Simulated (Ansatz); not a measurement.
One change: `[SiH3][SiH2]Cl` becomes `B[SiH]([SiH3])Cl`.

Ansatz, PBE0-D4/def2-TZVP geometries, multiplicity 1. 

```csv
property,`[SiH3][SiH2]Cl`
HOMO–LUMO gap (PBE/def2-TZVPP) / eV,5.59
zero-point energy (PBE0-D4/def2-TZVP) / kJ/mol,113.4
"ideal-gas entropy at 298 K and 1 bar (rigid rotor, harmonic PBE0-D4/def2-TZVP) / J/(mol·K)",323
HOMO–LUMO gap (ωB97M-V/def2-TZVPP) / eV,11.52
LUMO energy (PBE0/def2-TZVPP) / eV,-0.57
HOMO energy (B3LYP/def2-TZVPP) / eV,-8.00
```

What does the change do to each property? (An estimate is asked.)

The calculation gave: 
```csv
property,`B[SiH]([SiH3])Cl`,shift
HOMO–LUMO gap (PBE/def2-TZVPP) / eV,3.00,-2.59
zero-point energy (PBE0-D4/def2-TZVP) / kJ/mol,144.9,31.5
"ideal-gas entropy at 298 K and 1 bar (rigid rotor, harmonic PBE0-D4/def2-TZVP) / J/(mol·K)",366,43
HOMO–LUMO gap (ωB97M-V/def2-TZVPP) / eV,9.00,-2.52
LUMO energy (PBE0/def2-TZVPP) / eV,-2.76,-2.19
HOMO energy (B3LYP/def2-TZVPP) / eV,-7.63,0.37
```

With PBE0 the HOMO rises by 0.38 eV and the LUMO falls by 2.19 eV, so the gap narrows by about 2.57 eV. PBE moves the HOMO by 0.32 eV and ωB97M-V by 0.41 eV. The zero-point energy changes by 31.5 kJ/mol with +6 modes.

B3LYP here is the variant with VWN-RPA as its local correlation; programs differ in this.
